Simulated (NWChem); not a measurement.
System: trimethylarsine (C₃H₉As); SMILES C[As](C)C

Computed with NWChem. Medium grid unless said otherwise, to which SCAN and Minnesota functionals are sensitive. Structure relaxed at the PBE0/def2-SVP level. Computed dipoles belong to the equilibrium geometry; the measured one is vibrationally averaged.

Measured dipole moment: 0.86 D (NIST CCCBDB, as tabulated in the package chemicals).

| level | dipole moment (D) | computed − measured | relative time (rough) |
|---|---|---|---|
| LDA (Slater exchange, VWN5)/def2-TZVPD | ___ | ___ | 1 |
| PBE/def2-TZVPD | 0.97 | +0.11 | 1 |
| BLYP/def2-TZVPD | 0.88 | +0.02 | 1 |
| TPSS/def2-TZVPD | 0.98 | +0.12 | 1 |
| r2SCAN/def2-TZVPD | 1.06 | +0.20 | 1 |
| B3LYP/def2-TZVPD | 0.93 | +0.07 | 1 |
| PBE0/def2-TZVPD | 1.03 | +0.17 | 1 |
| M06-2X/def2-TZVPD | 1.01 | +0.15 | 1 |
| CAM-B3LYP/def2-TZVPD | ___ | ___ | 10 |
| Hartree-Fock/def2-TZVPD | 1.13 | +0.27 | 1 |

Problem. Complete the blanks.

Solution. 
- CAM-B3LYP/def2-TZVPD, dipole moment (D): 0.98
- CAM-B3LYP/def2-TZVPD, computed − measured: +0.12
- LDA (Slater exchange, VWN5)/def2-TZVPD, dipole moment (D): 1.01
- LDA (Slater exchange, VWN5)/def2-TZVPD, computed − measured: +0.15
